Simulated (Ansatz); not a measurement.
Frontier orbitals of `BC(=C)[O][InH2]`.

Cartesian coordinates in Å:
```
B 0.392 2.003 -0.171
C 0.056 0.498 -0.296
C -1.158 0.159 -0.779
O 1.010 -0.403 0.003
In 0.712 -2.147 0.956
H -0.468 2.807 -0.385
H 1.493 2.364 0.125
H -1.888 0.926 -0.998
H -1.442 -0.873 -0.980
H 2.125 -3.087 0.850
H -0.831 -2.247 1.676
```

The species carries charge 0 and has multiplicity 1. Correlated methods include outer-core shells of In, which these sets cover unevenly. In takes the def2 core potential. The geometry is a stationary point of PBE0-D4/def2-TZVP. It is one conformer, not always the lowest. Basis def2-TZVPP, the Gaussian-basis code of Ansatz.

Orbital energies of one run (eV). Highest occupied ones, from the top: -9.25, -10.39, -11.63, -12.01, -12.92, -13.48, -14.22, -15.11, -16.09, -17.10, -19.32, -23.65, -24.32, -24.43. Empty: 0.08, 0.55, 1.58, 2.06, 2.55, 3.40.

Question: Which functional gave them?
A. r2SCAN
B. LC-ωPBE
C. BLYP
D. ωB97M-V

Answer: B. HOMO energies: LC-ωPBE -9.25, BLYP -5.57, ωB97M-V -8.88, r2SCAN -5.84 eV.

LC-ωPBE has ω = 0.4 bohr⁻¹.
